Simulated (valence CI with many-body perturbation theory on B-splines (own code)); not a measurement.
The numbers below are computed, except where a source is named.
## Sensitivity of CI+MBPT for Nd LV

Level of theory: configuration interaction combined with many-body perturbation theory (CI+MBPT): four valence electrons over a frozen Dirac-Fock core [He], radial functions for each j: 6 s, 6 p, 5 d, 3 f, 1 g, with the one-electron correlation potential Σ1 (screened to all orders), the two-electron term Σ2, the three-electron term Σ3, Breit, model QED; selected single and double excitations, second order for the rest, scaled by the run's own slope (own B-spline code, finite nucleus).

The last digits are not significant, and no measured levels were compared; by estimate large intervals hold to a few tenths of a per cent, small ones and those within an open d or f shell to about a per cent.

The reference run has the lowest level (2s^2 2p1/2^2) J=0 and an ionisation energy of 11385.3 eV. Its largest variational space holds 9976 state functions.

Levels are named by their leading jj configuration (3d3/2^4 stands for four electrons in 3d with j = 3/2), which in mixed levels can hold well under half, so a name can repeat and another be missing. Letters in brackets count levels of one name in rising energy.

Changed runs:
A. factor on the speed of light 1 → 10; QED terms on → off
B. natural orbitals for correlation on → off
C. size limit of the variational space 10000 → 1500; second order for the rest on → off; orbitals per symmetry with explicit Σ2 and valence Breit (the others get mean screening factors) 5 → 3
D. factor on the speed of light 1 → 1.1 (bad on purpose)

Excitation energies of the reference run in cm⁻¹, and shifts in cm⁻¹:

```csv
Level,Reference,A,B,C,D
(2s^2 2p1/2 2p3/2) J=1,4342410,-4326705,-1750,+1841,-863986
(2s^2 2p1/2 2p3/2) J=2,4478430,,-387,+2578,-858605
(2s 2p1/2^2 2p3/2) J=2,6096430,,-692,+2378,-934983
(2s 2p1/2^2 2p3/2) J=1,6647590,-5086022,+3168,+2874,-939832
(2s^2 2p3/2^2) J=2,8942710,,-1743,+2218,-1730687
(2s^2 2p3/2^2) J=0,9320290,-8740402,-321,+233,-1740225
(2s 2p1/2 2p3/2^2) J=2 [a],10272700,-8711533,-3425,+1641,-1786905
(2s 2p1/2 2p3/2^2) J=3,10584100,-9021406,-652,+1088,-1781642
(2s 2p1/2 2p3/2^2) J=0,10937600,-9108912,+1092,+377,-1797820
(2s 2p1/2 2p3/2^2) J=1 [a],11077200,-9248086,+1403,+2425,-1802267
(2s 2p1/2 2p3/2^2) J=2 [b],11159600,,+2943,+2380,-1794310
(2s 2p1/2 2p3/2^2) J=1 [b],11186100,-8899792,+2543,+2805,-1793233
Ionisation energy (eV),11385.3,-619.4,-0.9,-0.09,-121.3
```

A blank means that the level has no clear partner in that run.
